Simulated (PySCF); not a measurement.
A run for PySCF: U-HF/6-31G* on FH3Si (SMILES F[SiH3]), a point of a bond scan (R = 1.927 Å).

```python
from pyscf import gto, scf, dft, mp
from pyscf.data.elements import chemcore

mol = gto.M(
    atom='''
    F     1.40766742   -0.02208836   -0.21975515
    Si   -0.49646928    0.00779033    0.07750530
    H    -0.94494949    1.41511357    0.06667951
    H    -0.77052837   -0.61593767    1.38810265
    H    -1.14675391   -0.75426329   -1.00795064
    ''',
    basis='6-31g*',
    cart=True,
    charge=0, spin=0, verbose=3, max_memory=1800)
mf = scf.UHF(mol)
mf.conv_tol = 1e-8
mf.max_cycle = 100
mf.init_guess_breaksym = True
mf.kernel()
if not mf.converged:
    mf = mf.newton().run(mf.mo_coeff, mf.mo_occ)
for _ in range(4):
    mo, _, stable, _ = mf.stability(return_status=True)
    if stable:
        break
    mf.kernel(mf.make_rdm1(mo, mf.mo_occ))
```

The log:

```
converged SCF energy = -390.102604711816  <S^2> = 3.103299e-09  2S+1 = 1
<class 'pyscf.scf.uhf.UHF'> wavefunction is stable in the internal stability analysis
```

Self-consistency was reached.

Cost: around 0.7 core-seconds (rough).
